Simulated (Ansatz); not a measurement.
## Group exchange: C2H8GeO3 + CH3N → CH6GeO3 + C2H5N

Gas-phase species: C2H8GeO3 `C[O][GeH]([OH])[O]C`, singlet; CH3N `C=N`, singlet; CH6GeO3 `C[O][GeH]([OH])[OH]`, singlet; C2H5N (N-methylmethanimine) `C=NC`, singlet. The partners trade CH3 for H: O–CH3 and N–H bonds give way to O–H and N–CH3.

Shapes, held fixed at every level: PBE0-D4/def2-TZVP. Flexible molecules stand in one conformer, not always the lowest. Programs: Ansatz 0.2.0. Electronic energies: no zero-point or thermal term.

```
              level                    kind  ΔE (kJ/mol)  less CCSD(T)/def2-TZVPP
      HF/def2-TZVPP            Hartree–Fock        -36.6                     +2.9
  PBE-D4/def2-TZVPP                     GGA        -44.7                     -5.2
B3LYP-D4/def2-TZVPP           global hybrid        -39.4                     +0.1
 PBE0-D4/def2-TZVPP           global hybrid        -44.3                     -4.8
 wB97X-V/def2-TZVPP  range-separated hybrid        -38.8                     +0.7
  B2PLYP/def2-TZVPP           double hybrid        -42.8                     -3.3
 CCSD(T)/def2-TZVPP   coupled cluster or CI        -39.5                      0.0
```

The highest level, CCSD(T)/def2-TZVPP, gives ΔE = -39.5 kJ/mol; the levels span -44.7 to -36.6. The column of differences is taken from that level and isn't an error. No measured value is set beside it here. Relativity is left out for Ge. Outer-core shells of Ge are correlated, in sets that cover them unevenly.
